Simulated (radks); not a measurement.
Excited configurations of Bi LXV: one electron is placed in a higher orbital outside [Ar]. The ground configuration is [Ar] 3d1. Calculated with a radial shooting solver on a logarithmic mesh with Libxc functionals: Dirac Kohn-Sham, PBE, spin-unpolarised, spherical densities, finite nucleus; open shells fill j = l - 1/2 first; Fermi nuclear charge, rms radius 5.5211 fm. Excitation = E - E(ground); binding = E(ion) - E, where the ion is the core of charge +65; n* = 65/sqrt(2 binding) in atomic units. These energies are relativistic, and a one-electron ion of charge +65 with no core already has n* below n in this formula (Dirac formula, point nucleus: 4p1/2 3.902, 4d3/2 3.964, 5p1/2 4.898, 5d3/2 4.960, 7d3/2 6.955). The quantum defect is therefore taken as that value minus n*, so that it holds no relativistic shift of the bare ion.

outer orbital  excitation (eV)  binding (eV)     n*  quantum defect  eigenvalue (eV)  <r> (bohr)
4p1/2                   2891.6        4252.1  3.677           0.225          -4213.6      0.2972
4d3/2                   3256.1        3887.7  3.845           0.119          -3848.9      0.2951
5p1/2                   4513.8        2629.9  4.675           0.222          -2610.2      0.4895
5d3/2                   4692.5        2451.2  4.843           0.117          -2431.6      0.4951
7d3/2                   5913.1        1230.6  6.835           0.120          -1221.7       1.032

The Delta-SCF ionisation energy is 7143.7 eV (NIST Atomic Spectra Database: 7137 eV, theoretical). Self-interaction in the functional shifts the binding energies and quantum defects, so they are the method's values and not measured ones. Spin polarisation and multiplet splitting are left out, so open shells lie too high by an amount that depends on their filling.

Beside tabulated values, note that spin-unpolarised runs miss the spin-polarisation part of the exchange energy of open shells.
